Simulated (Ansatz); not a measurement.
Start from `C=CBr` and change one atom or group to get `C=[CH][GeH3]`.

Ansatz, PBE0-D4/def2-TZVP geometries, multiplicity 1. 

Scalar relativity is left out up to krypton.

```json
{"property": "LUMO energy (ωB97M-V/def2-TZVPP) / eV", "`C=CBr`": "1.78"}
{"property": "HOMO–LUMO gap (ωB97M-V/def2-TZVPP) / eV", "`C=CBr`": "11.39"}
{"property": "LUMO energy (PBE/def2-TZVPP) / eV", "`C=CBr`": "-1.36"}
{"property": "HOMO–LUMO gap (PBE/def2-TZVPP) / eV", "`C=CBr`": "4.94"}
{"property": "ideal-gas entropy at 298 K and 1 bar (rigid rotor, harmonic PBE0-D4/def2-TZVP) / J/(mol·K)", "`C=CBr`": "275"}
{"property": "HOMO–LUMO gap (B3LYP/def2-TZVPP) / eV", "`C=CBr`": "6.62"}
```

(1) What does the change do to each property? (An estimate is asked.)

## Answers

(1) Computed: 
| property | `C=[CH][GeH3]` | shift |
| --- | --- | --- |
| LUMO energy (ωB97M-V/def2-TZVPP) / eV | 1.82 | 0.04 |
| HOMO–LUMO gap (ωB97M-V/def2-TZVPP) / eV | 11.99 | 0.60 |
| LUMO energy (PBE/def2-TZVPP) / eV | -1.33 | 0.03 |
| HOMO–LUMO gap (PBE/def2-TZVPP) / eV | 5.49 | 0.55 |
| ideal-gas entropy at 298 K and 1 bar (rigid rotor, harmonic PBE0-D4/def2-TZVP) / J/(mol·K) | 300 | 25 |
| HOMO–LUMO gap (B3LYP/def2-TZVPP) / eV | 7.18 | 0.56 |

With PBE0 the HOMO falls by 0.50 eV and the LUMO rises by 0.06 eV, so the gap widens by about 0.56 eV. PBE moves the HOMO by -0.52 eV and ωB97M-V by -0.56 eV. The zero-point energy changes by 60.3 kJ/mol with +9 modes.

B3LYP here is the variant with VWN-RPA as its local correlation; programs differ in this.

Spin–orbit coupling is left out; it splits and shifts lone-pair levels of the heavy atoms by tenths of an eV.
